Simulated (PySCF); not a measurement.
PySCF job for MgHF, SMILES [F][MgH], r2SCAN-D4/def2-TZVPD. The structure is a stationary point at r2SCAN-D4/def2-TZVPD.

```python
import numpy as np
from pyscf import gto, scf, dft, df
from pyscf.hessian import thermo

mol = gto.M(
    atom='''
    Mg    0.00000000    0.00000000    0.64305828
    H     0.00000000    0.00000000    2.33232241
    F     0.00000000    0.00000000   -1.11655797
    ''',
    basis='def2-TZVPD',
    charge=0,
    spin=0,
    max_memory=1600,
    verbose=3,
)
mf = dft.RKS(mol, xc='r2scan').density_fit(auxbasis='def2-universal-jkfit')
mf.disp = 'd4'
mf.grids.level = 4
mf.conv_tol = 1e-11
mf.max_cycle = 100
mf.kernel()

# [left out here: the lines that compute and print the analytic Hessian (its translational invariance restored by hand, since the grid's response is missing), thermochemistry and intensities]
```

It prints:

```
converged SCF energy = -300.545824023753

WARN: MGGA Hessian is sensitive to dft grids. grids.level 4 may not be dense enough.


WARN: DFTD4 does not support analytical Hessian, using finite difference.


WARN: Mole.unit (angstrom) is changed to Bohr

Mode                                 0                   1                   2
Irrep
Freq [cm^-1]                      319.0547            319.0547            716.0598
Reduced mass [au]                   1.2068              1.2068             14.5138
Force const [Dyne/A]                0.0724              0.0724              4.3846
Char temp [K]                     459.0486            459.0486           1030.2506
Normal mode                   x     y     z       x     y     z       x     y     z
       0  Mg                -0.07 -0.00 -0.00    0.00 -0.07  0.00    0.00 -0.00 -0.13
       1   H                 0.90  0.05 -0.00   -0.05  0.90  0.00   -0.00  0.00 -0.15
       2   F                 0.05  0.00  0.00   -0.00  0.05 -0.00   -0.00  0.00  0.17
Mode                                 3
Irrep
Freq [cm^-1]                     1668.5407
Reduced mass [au]                   1.0535
Force const [Dyne/A]                1.7280
Char temp [K]                    2400.6586
Normal mode                   x     y     z
       0  Mg                -0.00  0.00 -0.04
       1   H                 0.00 -0.00  0.97
       2   F                 0.00 -0.00  0.00
temperature 298.1500 [K]
pressure 101325.00 [Pa]
Rotational constants [GHz] inf 12.96392 12.96392
Symmetry number 1
Zero-point energy (ZPE) 0.00689 [Eh]   18079.820 [J/mol]
                           tot       elec      trans        rot        vib
Entropy [J/mol/K]       227.892      0.000    156.029     59.632     12.231
Cv [J/mol/K]             38.000      0.000     12.472      8.314     17.213
Cp [J/mol/K]             46.314      0.000     20.786      8.314     17.213
Internal energy [J/mol]                      3718.434   2478.956  20449.393
Internal energy [Eh]   -300.53567  -300.54582
Enthalpy [J/mol]                             6197.391   2478.956  20449.393
Enthalpy [Eh]          -300.53473
Gibbs free energy [J/mol]                  -40322.661 -15300.461  16802.775
Gibbs free energy [Eh] -300.56061
mode   freq/cm-1   IR/(km/mol)
   1      319.05       325.852
   2      319.05       325.852
   3      716.06        63.018
   4     1668.54       134.594
max |gradient| / (hartree/bohr): 9.387191823143675e-05
APT charges: [ 1.1715 -0.4489 -0.7222]
```

The run converged.
